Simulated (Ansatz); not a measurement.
Cost and result for the atomization energy of C₂H₆SSi₂ (`C#C[SiH2]S[SiH3]`) (11 atoms, 10 bonds).

Cartesian coordinates in Å:
```
C 1.0508 0.0442 -2.2843
C 0.0405 -0.0271 -1.6291
Si -1.4512 -0.1283 -0.5886
S -1.0311 -1.1399 1.2391
Si 0.6814 0.0084 1.8195
H 1.9411 0.1057 -2.8677
H -1.9249 1.2525 -0.3322
H -2.4969 -0.9186 -1.2771
H 1.9139 -0.4906 1.1641
H 0.8004 -0.1427 3.2901
H 0.4759 1.4365 1.4662
```

Total charge 0; spin multiplicity 1. All single points use the PBE0-D4/def2-TZVP geometry. It is one conformer, not always the lowest. Program: Ansatz. All runs use 4 threads of an Arm Neoverse V2 on a shared host. Times are those of one run each, without the atoms' runs, and a repeat can differ threefold. Electronic energies, without spin–orbit coupling; frozen cores. CCSD(T)/CBS adds CCSD(T) − MP2 in def2-TZVPP to the MP2 limit, and its time is that of the two runs behind it. T1 = 0.012. B3LYP takes the VWN-RPA correlation (the form of Gaussian; ORCA's B3LYP/G).

CCSD(T)/CBS is a level of theory with its own doubt, some kJ/mol a heavy atom from the limit and from the frozen cores, so smaller differences don't rank the functionals.

```
                             level  functions  atomization (kcal/mol)  difference from CCSD(T)/CBS  per bond
                CCSD(T)/def2-TZVPP        272                   905.4                        -26.8      -2.7
                PBE0-D4/def2-TZVPP        272                   927.8                         -4.4      -0.4
r2SCAN-D4/def2-TZVPP (with forces)        272                   932.7                          0.5       0.1
 B3LYP-D4/def2-TZVPP (with forces)        272                   928.7                         -3.5      -0.3
                 B2PLYP/def2-TZVPP        272                   918.9                        -13.3      -1.3
   PBE-D4/def2-TZVPP (with forces)        272                   938.7                          6.5       0.7
                    MP2/def2-QZVPP        504                   934.4                          2.2       0.2
                ωB97X-V/def2-TZVPP        272                   935.3                          3.1       0.3
                 CCSD(T)/CBS(def2)          –                   932.2                          0.0       0.0
  ωB97M-V/def2-TZVPP (with forces)        272                   934.3                          2.1       0.2
```

Question: Order the runs by time, with rough figures. (An estimate is asked.)

Answer: The calculation gave: PBE-D4/def2-TZVPP (with forces) 2.4 s; PBE0-D4/def2-TZVPP 3.3 s; r2SCAN-D4/def2-TZVPP (with forces) 4.8 s; B3LYP-D4/def2-TZVPP (with forces) 4.8 s; B2PLYP/def2-TZVPP 5.5 s; ωB97X-V/def2-TZVPP 7.5 s; ωB97M-V/def2-TZVPP (with forces) 12 s; MP2/def2-QZVPP 19 s; CCSD(T)/def2-TZVPP 120 s; CCSD(T)/CBS(def2) 2.3 min.

From PBE to PBE0 (25 % exact exchange), in def2-TZVPP and without D4, the atomization energy moves by −9.9 kcal/mol: exact exchange takes away binding that semilocal exchange gives to molecules. The D4 term adds +12.1 kcal/mol with B3LYP and +6.4 kcal/mol with PBE0; it sums over pairs of atoms, weighted by their polarisabilities, and B3LYP, whose exchange is more repulsive, gets the larger term. In def2-TZVPP, CCSD(T) changes the Hartree–Fock value by +214.7 kcal/mol (the triples alone add +14.9 kcal/mol) and MP2 by +227.8 kcal/mol; breaking electron pairs costs correlation energy, which Hartree–Fock lacks.
